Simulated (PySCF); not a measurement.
# InH: a composite coupled-cluster calculation

State: ¹Σ⁺, singlet, closed shell. De refers to In + H. RHF-based CCSD(T) in PySCF 2.14 with In cc-pwCVDZ-PP with ECP28, H aug-cc-pVDZ and In cc-pwCVTZ-PP with ECP28, H aug-cc-pVTZ (frozen core orbitals: 4; scalar-relativistic core potentials). Correlation energies are extrapolated as n⁻³ (n = 2, 3), Hartree–Fock as (n+1)·exp(−9√n).

```tsv
Level	Re (Å)	ωe (cm⁻¹)	ωexe (cm⁻¹)	αe (cm⁻¹)	De (eV)
CCSD(T)/DZ	1.8483	1445.7	26.7	0.153	2.648
CCSD(T)/TZ	1.8401	1460.4	24.5	0.146	2.732
HF/CBS	1.8432	1524.4	22.6	0.130	1.842
MP2/CBS	1.8221	1509.9	22.5	0.140	2.591
CCSD/CBS	1.8357	1479.8	23.3	0.142	2.740
CCSD(T)/CBS	1.8375	1466.2	23.7	0.144	2.767
```

Problem. How much is left between CCSD(T)/TZ and the basis-set limit, and how much do the triples give at the limit?

Solution. CCSD(T)/CBS less CCSD(T)/TZ: -2.6 mÅ in Re, +5.8 cm⁻¹ in ωe and +0.035 eV in De. CCSD(T)/CBS less CCSD/CBS: +1.8 mÅ in Re, -13.6 cm⁻¹ in ωe and +0.027 eV in De.

The T1 diagnostic is 0.016. The open-shell atoms are computed with UHF. Spin–orbit coupling, excitations beyond (T) and corrections to the Born–Oppenheimer picture are left out, and spin–orbit coupling matters for open p, d or f shells this heavy.

The whole job (state search and all basis sets along the bond) took about 1.3 min on 4 threads of Arm Neoverse V2 (shared host), peak memory 1.8 GiB.
